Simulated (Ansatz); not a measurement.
Harmonic frequencies (cm⁻¹) at PBE0-D4/def2-TZVP from Ansatz: 66, 134, 340, 364, 392, 433, 450, 511, 545, 627, 772, 852, 923, 984, 1006, 1193, 1202, 1341, 1432, 1463, 1640, 2374, 3052, 3094, 3627, 3730, 3925.

Each molecule was computed in one conformer, which needn't be the lowest.

**Question.** Which molecule is it?
A. `N#CCB(N)O`
B. `ClC1C=CC1`
C. `CC(F)([SiH3])Cl`
D. `[BH2][GaH][Se]C`

**Answer.** A.
